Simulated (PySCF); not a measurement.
An unknown gives this computed stick spectrum. Computed with TDDFT B3LYP/def2-SVPD, vertical, gas phase, core orbitals frozen in the response in PySCF 2.14.0, density-fitted response routines. Geometries: GFN2-xTB, one conformer each.

```json
{"state": "S1", "E (eV)": "2.76", "f": "0.0016"}
{"state": "S2", "E (eV)": "5.40", "f": "0.228"}
{"state": "S3", "E (eV)": "5.93", "f": "0.046"}
{"state": "S4", "E (eV)": "6.05", "f": "0.0040"}
{"state": "S5", "E (eV)": "6.23", "f": "0.0035"}
{"state": "S6", "E (eV)": "6.48", "f": "0.0051"}
{"state": "S7", "E (eV)": "6.58", "f": "0.0016"}
{"state": "S8", "E (eV)": "6.78", "f": "0.0042"}
```

Orbital energies (eV): HOMO-3 -10.46, HOMO-2 -9.29, HOMO-1 -8.17, HOMO -6.85, LUMO -2.59, LUMO+1 0.20, LUMO+2 0.37.

Task: Which candidate is it?
A. `C=CC(=O)[Si@@H](C)F`
B. `FC(CNC(=O)C)F`
C. `CC(=O)[SiH2]CCl`

Result: A. Its S1, at 2.76 eV, is the lowest among the candidates; the nearest of the others has S1 at 3.52 eV. S1 is HOMO→LUMO (99%). Löwdin shares by element: HOMO oxygen 52%, carbon 26% or more, silicon 10%; LUMO carbon 63% or more, oxygen 22%. At the same level the other candidates give, for their lowest levels:
- `CC(=O)NCC(F)F`: 5.74 eV (f 0.001); 6.60 eV (f 0.005); 6.80 eV (f 0.014); 7.12 eV (f 0.151); 7.51 eV (f 0.017); T1 5.24 eV; HOMO -7.51, LUMO -0.03 eV
- `CC(=O)[SiH2]CCl`: 3.52 eV (f 0.001); 5.64 eV (f 0.001); 5.69 eV (f 0.003); 6.06 eV (f 0.002); 6.07 eV (f 0.002); T1 2.88 eV; HOMO -6.86, LUMO -1.65 eV

Conformer computed: `[CH2:1]=[CH:2][C:3](=[O:4])[Si@@H:5]([CH3:6])[F:7]`: C1–C2–C3–O4 6°, C2–C3–Si5–C6 -106°.
Triplets come from the Tamm–Dancoff approximation.
